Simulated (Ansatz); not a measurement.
`N#C[Si](F)(F)Cl` + HBr → `F[Si](F)(Cl)Br` + `C#N` at 400 K and 1 bar (ligand exchange at the Si–C bond).

Isolated molecules relaxed with PBE0-D4/def2-TZVP in Ansatz; ΔE leaves out vibrations. CBS: MP2 limit from def2 TZ/QZ plus the TZ coupled-cluster correction, frozen cores. This one scheme is used for every species. For Br outer-core shells are correlated without core-valence functions, which leaves a few kJ/mol of doubt a bond. Scalar relativity is left out up to krypton.

```json
{"species": "`N#C[Si](F)(F)Cl`", "CCSD(T)/CBS energy (Eh)": "-1041.37860", "H − E (kJ/mol)": "74.2", "S (J/(mol·K))": "373.8"}
{"species": "HBr", "CCSD(T)/CBS energy (Eh)": "-2573.91920", "H − E (kJ/mol)": "27.6", "S (J/(mol·K))": "207.2"}
{"species": "`F[Si](F)(Cl)Br`", "CCSD(T)/CBS energy (Eh)": "-3522.00110", "H − E (kJ/mol)": "51.7", "S (J/(mol·K))": "366.5"}
{"species": "`C#N`", "CCSD(T)/CBS energy (Eh)": "-93.32098", "H − E (kJ/mol)": "56.1", "S (J/(mol·K))": "211.9"}
```

H − E and S are ideal-gas, rigid-rotor, harmonic terms from PBE0-D4/def2-TZVP. 1 Eh = 2625.50 kJ/mol, R = 8.31446 J/(mol·K).

By hand: ΔE, ΔH, ΔS and ΔG.

ΔE = (-3522.00110) + (-93.32098) − (-1041.37860) − (-2573.91920) = -0.02428 Eh = -63.7 kJ/mol. Δ(H − E) = 51.7 + 56.1 − 74.2 − 27.6 = 6.0, so ΔH = -57.7 kJ/mol. ΔS = 366.5 + 211.9 − 373.8 − 207.2 = -2.6 J/(mol·K). ΔG = -57.7 − 400 × (-2.6)/1000 = -56.7 kJ/mol.

By hand: the equilibrium constant, and the temperature at which ΔG would vanish if ΔH and ΔS stayed fixed.

log₁₀ K = −ΔG/(RT ln 10) = 7.4. ΔG = 0 at ΔH/ΔS = 22192 K, far beyond where these terms or the molecules hold.

The number of gas molecules stays the same, so ΔS is small and ΔH decides. A doubt of 5 kJ/mol in ΔE shifts log₁₀ K by 0.7 here. These are equilibria of isolated gas molecules and say nothing of rates. Largest T1 diagnostic: 0.014 (customary marks: 0.02 for closed shells, 0.045 for open ones).
